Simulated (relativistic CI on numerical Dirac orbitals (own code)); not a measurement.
Method of calculation: Dirac-Coulomb-Breit CI, KLI orbitals optimised for each configuration, QED by a radiative potential, unscaled Slater integrals (own radial code, finite nucleus).

Configuration list (outside the closed core [Ne]): 3s², 3s3p, 3p², 3s3d, 3d², 3p3d, 3p4s, 3d4s, 3s4s, 3s4p, 3s4d, 3s4f, 3s5s, 3s5p, 3s5d, 4s², 3s5f, 3s5g, 3s6s, 3s6p, 3s6d. Levels of other configurations are missing.

At this charge energies of transitions that change n are usually good to better than 1 %, and those within a shell (Δn = 0) to a few per cent.

Outline of the computed level scheme of Er LVII. Lowest level of each configuration: 3s² ¹S0 at 0.00 eV; 3s3p ³P°0 at 121.88 eV; 3p² ³P0 at 292.72 eV; 3s3d ³D1 at 562.51 eV; 3p3d ³F°2 at 694.18 eV; 3d² ³F2 at 1136.95 eV; 3s4s ³S1 at 2605.18 eV; 3s4p ³P°0 at 2669.19 eV; 3p4s ³P°1 at 2746.34 eV.

Some strong electric-dipole decays among the lowest 43 levels: 3s4s ¹S0 → 3s3p ¹P°1 (3.2e+13 s⁻¹); 3p4s ³P°0 → 3p² ³P1 (3.0e+13 s⁻¹); 3s4p ¹P°1 → 3s² ¹S0 (2.8e+13 s⁻¹); 3s4s ³S1 → 3s3p ³P°2 (2.6e+13 s⁻¹); 3s4p ³P°1 → 3s² ¹S0 (2.5e+13 s⁻¹); 3p4s ³P°1 → 3p² ¹D2 (1.9e+13 s⁻¹); 3s4s ³S1 → 3s3p ³P°1 (8.6e+12 s⁻¹); 3s4s ¹S0 → 3s3p ³P°1 (7.9e+12 s⁻¹).

LS names give the leading component of a level, which can be under half, so a name can repeat, a term be missing and a line seem to break the LS rules.
